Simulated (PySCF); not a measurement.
Two species compared at the same levels of theory.

First species: C6H10F2Si.
SMILES: `C1C(C1)[C@@H](/C(F)=C\F)[SiH3]`

Second species: C6H9N3.
Z-matrix (Å and degrees, GFN2-xTB geometry), rows numbered from 1:
```
C 
C   1  1.3240
N   2  1.3885  1  127.80
C   3  1.3843  2  132.36  1     5.76
C   4  1.4796  3  126.93  2     0.92
N   4  1.2973  3  109.76  2   179.88
N   6  1.3475  4  108.74  3     0.07
C   7  1.2952  6  108.23  4    -0.24
C   8  1.4804  3  124.77  2    -0.24
H   1  1.0724  2  124.11  3     0.11
H   1  1.0751  2  119.39  3   179.97
H   2  1.0818  1  120.05  3  -179.55
H   5  1.0896  4  111.09  3   -65.52
H   5  1.0867  4  107.49  3   175.51
H   5  1.0895  4  110.89  3    56.19
H   9  1.0902  8  110.91  3   -61.01
H   9  1.0898  8  111.00  3    60.24
H   9  1.0856  8  107.90  3   179.74
```

Levels: PBE0/pcSseg-1 for dipole moment, HOMO energy, LUMO energy and HOMO–LUMO gap; GFN2-xTB for rotational constant A and rotational constant C. Geometries: GFN2-xTB. All species are isolated and taken at one optimised geometry, non-relativistic unless stated. Electronic properties by PySCF.

Dipoles, sizes and rotational constants follow the conformer. The torsions of the flexible species, by atom-mapped SMILES:
- `[F:1]/[CH:2]=[C:3](/[F:4])[C@@H:5]([SiH3:6])[CH:7]1[CH2:8][CH2:9]1`: C2–C3–C5–Si6 111°, C3–C5–C7–C8 156°
- `[CH2:1]=[CH:2][n:3]1[c:4]([CH3:5])[n:6][n:7][c:8]1[CH3:9]`: C1–C2–N3–C4 6°

Problem. Which has the higher dipole moment?

Solution. The second: 5.23 D against 0.82 D, a difference of 4.41 D.

Problem. Which has the higher rotational constant A?

Solution. The second: 2.294 GHz against 1.456 GHz, a difference of 0.838 GHz.

Problem. Which of the two has the higher HOMO energy, and by how much?

Solution. The first: -6.96 eV against -7.17 eV, a difference of 0.21 eV.

Problem. Which has the higher HOMO–LUMO gap?

Solution. The first: 7.28 eV against 6.30 eV, a difference of 0.98 eV.

Problem. Which of the two has the higher rotational constant C, and by how much?

Solution. The second: 1.023 GHz against 0.827 GHz, a difference of 0.196 GHz.

Problem. Which of the two has the higher LUMO energy, and by how much?

Solution. The first: 0.32 eV against -0.87 eV, a difference of 1.19 eV.

On the first: The dipole matches unit charges of opposite sign 0.17 Å apart (1 e·Å = 4.8032 D).

On the second: The dipole equals about 17.4 × 10⁻³⁰ C·m (1 D = 3.33564 × 10⁻³⁰ C·m). GFN2-xTB frequencies show an imaginary mode (59i cm⁻¹), so this geometry is no minimum at that level.
